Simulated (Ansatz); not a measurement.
Consider the ligand exchange at a B–N bond: `NB(F)S` + HCl → `FB(S)Cl` + NH₃.

Isolated molecules relaxed with PBE0-D4/def2-TZVP in Ansatz; ΔE leaves out vibrations. CBS: MP2 limit from def2 TZ/QZ plus the TZ coupled-cluster correction, frozen cores. This one scheme is used for every species. Functionals use def2-TZVPP. One conformer a species, not always the lowest.

```json
{"level": "r2SCAN-D4", "ΔE (kJ/mol)": "24.2"}
{"level": "PBE0", "ΔE (kJ/mol)": "26.3"}
{"level": "HF/def2-TZVPP", "ΔE (kJ/mol)": "35.9"}
{"level": "SCS-MP2/def2-TZVPP", "ΔE (kJ/mol)": "26.2"}
```

(1) What does CCSD(T)/CBS give? (Estimate.)

Largest T1 diagnostic among the species: 0.012.

Answers

(1) Ansatz gave: +26.6 kJ/mol. The listed levels differ from it by -2.4, -0.3, 9.3, -0.4 kJ/mol.

In def2-TZVPP, CCSD(T) changes the Hartree–Fock value by −8.5 kJ/mol (the triples alone add −2.9 kJ/mol) and MP2 by −11.8 kJ/mol. From PBE to PBE0 (25 % exact exchange), in def2-TZVPP and without D4, ΔE moves by +4.4 kJ/mol.
